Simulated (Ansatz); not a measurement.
Cost and result for the atomization energy of `CC[SiH2][GaH2]` (13 atoms, 12 bonds).

```xyz
13

C     0.333    0.690    1.581
C    -0.842   -0.033    0.931
Si   -0.340   -1.053   -0.573
Ga    0.690    0.252   -2.324
H     0.019    1.265    2.456
H     1.101   -0.015    1.910
H     0.806    1.389    0.884
H    -1.606    0.687    0.618
H    -1.328   -0.699    1.651
H     0.620   -2.116   -0.144
H    -1.530   -1.761   -1.135
H     1.245   -0.429   -3.631
H     0.831    1.820   -2.222
```

Charge 0, multiplicity 1. Correlated methods include outer-core shells of Ga, which these sets cover unevenly. Scalar relativity is left out up to krypton. All single points use the PBE0-D4/def2-TZVP geometry. It is one conformer, not always the lowest. Program: Ansatz. All runs use 4 threads of an Intel Xeon 6975P-C on a shared host. Times are those of one run each, without the atoms' runs, and a repeat can differ threefold. Electronic energies, without spin–orbit coupling; frozen cores. CCSD(T)/CBS adds CCSD(T) − MP2 in def2-TZVPP to the MP2 limit, and its time is that of the two runs behind it. T1 = 0.012. With those shells the extrapolation isn't a true limit. HSE06 is the plane-wave form, built on full-range PBE exchange.

CCSD(T)/CBS is a level of theory with its own doubt, some kJ/mol a heavy atom from the limit and from the frozen cores, so smaller differences don't rank the functionals.

```
                             level  functions  wall time
   PBE-D4/def2-TZVPP (with forces)        278      1.8 s
                PBE0-D4/def2-TZVPP        278      2.2 s
               HSE06-D4/def2-TZVPP        278      2.5 s
           CAM-B3LYP-D4/def2-TZVPP        278      2.7 s
r2SCAN-D4/def2-TZVPP (with forces)        278      2.9 s
                  CCSD(T)/def2-SVP        123      3.1 s
             r2SCANh-D4/def2-TZVPP        278      3.4 s
                 B2PLYP/def2-TZVPP        278      3.6 s
               PBE-QIDH/def2-TZVPP        278      4.1 s
                 B97M-V/def2-TZVPP        278      4.8 s
                    MP2/def2-QZVPP        543       19 s
                CCSD(T)/def2-TZVPP        278       64 s
                 CCSD(T)/CBS(def2)          –       82 s
```

(1) What atomization energy does each give, and how far from CCSD(T)/CBS? (Best estimate.)

## Answers

(1) Computed: 
| level | atomization (kcal/mol) | difference from CCSD(T)/CBS | per bond |
| --- | --- | --- | --- |
| PBE-D4/def2-TZVPP (with forces) | 1010.7 | 0.2 | 0.0 |
| PBE0-D4/def2-TZVPP | 1006.8 | -3.7 | -0.3 |
| HSE06-D4/def2-TZVPP | 1007.2 | -3.3 | -0.3 |
| CAM-B3LYP-D4/def2-TZVPP | 1012.1 | 1.6 | 0.1 |
| r2SCAN-D4/def2-TZVPP (with forces) | 1011.1 | 0.6 | 0.0 |
| CCSD(T)/def2-SVP | 962.3 | -48.2 | -4.0 |
| r2SCANh-D4/def2-TZVPP | 1008.6 | -1.9 | -0.2 |
| B2PLYP/def2-TZVPP | 995.8 | -14.7 | -1.2 |
| PBE-QIDH/def2-TZVPP | 1004.6 | -5.9 | -0.5 |
| B97M-V/def2-TZVPP | 1015.4 | 4.9 | 0.4 |
| MP2/def2-QZVPP | 1000.2 | -10.3 | -0.9 |
| CCSD(T)/def2-TZVPP | 991.3 | -19.2 | -1.6 |
| CCSD(T)/CBS(def2) | 1010.5 | 0.0 | 0.0 |

From PBE to PBE0 (25 % exact exchange), in def2-TZVPP and without D4, the atomization energy moves by −2.9 kcal/mol: exact exchange takes away binding that semilocal exchange gives to molecules. The D4 term adds +10.4 kcal/mol with B3LYP and +5.5 kcal/mol with PBE0; it sums over pairs of atoms, weighted by their polarisabilities, and B3LYP, whose exchange is more repulsive, gets the larger term. In def2-TZVPP, CCSD(T) changes the Hartree–Fock value by +223.0 kcal/mol (the triples alone add +9.5 kcal/mol) and MP2 by +220.6 kcal/mol; breaking electron pairs costs correlation energy, which Hartree–Fock lacks.

B3LYP here is the variant with VWN-RPA as its local correlation; programs differ in this.
